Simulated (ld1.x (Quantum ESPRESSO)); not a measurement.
**N (Z = 7): variants of one ultrasoft potential**

Base potential:

| Property | Result |
| --- | --- |
| Element | nitrogen (N) |
| Generator | ld1.x (Quantum ESPRESSO) 7.5 |
| Type | ultrasoft |
| Functional | PBE |
| Relativity | scalar-relativistic |
| Frozen core | [He] |
| Valence charge | 5 |
| Reference configuration | 2s2 2p3 |
| Partial waves | 2s (bound): rcut 0.70, rcutus 0.85 bohr; 2s channel at -0.65 Ry: rcut 0.70, rcutus 0.85 bohr; 2p (bound): rcut 1.25, rcutus 1.70 bohr; 2p channel at 2.75 Ry: rcut 1.25, rcutus 1.70 bohr; 3d channel at 0.05 Ry: rcut 1.15, rcutus 1.30 bohr; 3d channel at 2.8 Ry: rcut 1.15, rcutus 1.30 bohr |
| Local potential | all-electron potential smoothed inside 0.75 bohr (lloc = -1) |
| Core correction | none |
| Augmentation charge | built from norm-conserving waves at rcut, not smoothed further |

All-electron outer shells of the reference configuration (PBE, scalar-relativistic, ld1.x):

```json
{"shell": "1s", "level (eV)": "-384.72", "outermost node (bohr)": "–", "outermost maximum (bohr)": "0.15"}
{"shell": "2s", "level (eV)": "-18.58", "outermost node (bohr)": "0.32", "outermost maximum (bohr)": "1.02"}
{"shell": "2p", "level (eV)": "-7.09", "outermost node (bohr)": "–", "outermost maximum (bohr)": "0.98"}
```

Cutoffs, loose and tight: the cutoffs (Ry, on a coarse ladder) from which the occupation-weighted sum of valence levels, in a spherical-Bessel basis at the reference potential, stays within 10 and 1 mRy of its value at 400 Ry. They do not see the model core or the augmentation charge, which bear on the density cutoff. Test errors are all-electron minus pseudo excitation energies from the reference, over the configurations 2s2 2p2; 2s2 2p1; 2s2 2p0; 2s0 2p5; 2s1 2p0; 2s1 2p3; 2s2 2p2.5. A dash means not determined; rows that change the core or the reference have their own tests. The largest error is taken over the tests solved by every variant that gives reliable tests at all: 2s2 2p0; 2s2 2p1; 2s2 2p2.

Cutoffs are not given where the Bessel-basis levels miss the radial ones by over 6 mRy, ghosts where they miss by over 20 mRy; a channel whose overlap is not positive is not tested.

A file whose overlap is not positive is unfit for use, and its test errors describe a broken file.

| change | outcome | cutoff, loose | cutoff, tight | bound ghosts | largest test error (meV) |
| --- | --- | --- | --- | --- | --- |
| base | generated, overlap not positive | – | – | not determined (overlap not positive) | +434 |
| local potential all-electron potential smoothed inside 1.74 bohr (lloc = -1) | generated | – | – | not determined | +435 |
| waves 2p (bound): rcut 1.25, rcutus 1.86 bohr; 2p channel at 2.75 Ry: rcut 1.25, rcutus 1.86 bohr | generated, overlap not positive | – | – | not determined (overlap not positive) | +434 |
| core correction a·sin(br)/r model core inside 0.94 bohr | generated, overlap not positive | – | – | not determined (overlap not positive) | +422 |
| local potential all-electron potential smoothed inside 0.85 bohr (lloc = -1) | generated, overlap not positive | – | – | not determined (overlap not positive) | -469 |
| waves 3d channel at 0.05 Ry: rcut 0.92, rcutus 0.98 bohr; 3d channel at 2.8 Ry: rcut 0.92, rcutus 0.98 bohr | generated | – | – | not determined | +434 |

(1) What comes out with this change to the base: type TM; waves now 2s (bound): rc 0.85 bohr; 2p (bound): rc 1.70 bohr; 3d channel at 0.05 Ry: rc 1.30 bohr; local potential the d channel?

## Answers

(1) outcome: generated; cutoff, loose: 55 Ry; cutoff, tight: 140 Ry; bound ghosts: none; largest test error (meV): +964.
